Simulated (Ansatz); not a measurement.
Worked example: CClF3 + Si(CH3)Cl2 → CF3 + Si(CH3)Cl3

Gas-phase species: CClF3 `FC(F)(F)Cl`, singlet; Si(CH3)Cl2, doublet; CF3 `F[C](F)F`, doublet; Si(CH3)Cl3 (methyltrichlorosilane), singlet. A radical takes Cl: the energy is the difference in strength between the C–Cl bond broken and the Si–Cl bond made.

Shapes, held fixed at every level: PBE0-D4/def2-TZVP. Programs: Ansatz 0.2.0. The zero-point and thermal change to 298 K, harmonic and unscaled (PBE0-D4/def2-TZVP), is +0.1 kJ/mol.

At CCSD(T)/CBS estimate; 1 Eh = 2625.50 kJ/mol:

```
   species   energy (Eh)
     CClF3   -797.197930
Si(CH3)Cl2  -1248.557996
       CF3   -337.346555
Si(CH3)Cl3  -1708.450878
```

Question: Work out ΔH(298 K) of the reaction at this level.

Answer: 
1. Products less reactants: (-337.346555) + (-1708.450878) − [(-797.197930) + (-1248.557996)] = -0.041507 Eh = -109.0 kJ/mol.
2. With the thermal change: -109.0 + (+0.1) = -108.9 kJ/mol.

Other levels give -131.2 (HF/def2-SVP) to -76.9 kJ/mol (SPW92/def2-TZVPP). No measured value is set beside it here. Open shells run unrestricted. The CBS estimate extrapolates MP2 from def2-TZVPP and def2-QZVPP and adds CCSD(T) − MP2 in the triple-zeta set, cores frozen.
